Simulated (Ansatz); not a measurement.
The Mg1–H2 bond of BrHMg (SMILES [MgH][Br]) is stretched (multiplicity 1, the rest rigid).
Geometry at rest (charge 0, multiplicity 1):
```csv
atom,x (Å),y (Å),z (Å)
Mg,0.0000,0.0000,-1.6767
H,0.0000,0.0000,-3.3577
Br,0.0000,0.0000,0.6708
```

Cores are frozen in the correlated methods. Filled d and f shells under p-block atoms count as core.

The values were computed with Ansatz (a program for electronic structure). Values without a source in brackets are computed.

FIC-MRCISD+Q on CASSCF(2,2)/def2-TZVPPD, total energies (hartree):

| R (Å) | CASSCF | MRCISD | weight c² of the reference |
|---|---|---|---|
| 1.681 | -2772.692011 | -2772.888075 | 0.92000 |
| 2.942 | -2772.624904 | -2772.811296 | 0.92251 |
| 5.379 | -2772.596375 | -2772.778277 | 0.92479 |

Task: Add the Davidson correction (E_MRCISD − E_CASSCF)(1 − c²)/c² and give the energies above the first point at the three levels.

Result: 
Corrections (hartree): -0.017048, -0.015657, -0.014793. Above the first point (kcal/mol):
- R = 2.942 Å: CASSCF 42.1, MRCISD 48.2, with the correction 49.1
- R = 5.379 Å: CASSCF 60.0, MRCISD 68.9, with the correction 70.3
